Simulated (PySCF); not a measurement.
Excitation energy of S+ by level of theory

S+ [Ne] 3s2 3p3 (4S) → S+ [Ne] 3s2 3p2 3d1 (high-spin determinant), as a difference of total energies. Calculation: PySCF 2.14, in aug-cc-pVDZ-DK (5s4p2d, 27 functions); scalar relativity by spin-free X2C-1e. Correlated levels: valence: [Ne] frozen. The calculations carry no spin-orbit coupling.

```csv
method,excitation energy (eV)
UHF,15.688
MP2 (valence),15.631
SCS-MP2 (valence),15.521
CCSD (valence),15.545
CCSD(T) (valence),15.300
CCSDT (valence),15.225
```

Question: How much does correlation contribute at CCSD(T) (valence)?

Answer: 15.300 − (15.688) = -0.388 eV, measured against UHF.

A first-order spin-orbit estimate (lowest level to lowest level, LS coupling) adds -0.039 eV.

The promoted electron is Rydberg-like, and one or two diffuse shells describe it only roughly, which tends to raise the upper state.

The coupled-cluster amplitudes are large for the upper state (T1 above 0.03 or a double amplitude above 0.15), so a single reference is strained.

The determinant of the upper state mixes LS terms, which raises its energy above the lowest term, most at the Hartree-Fock and MP2 levels.
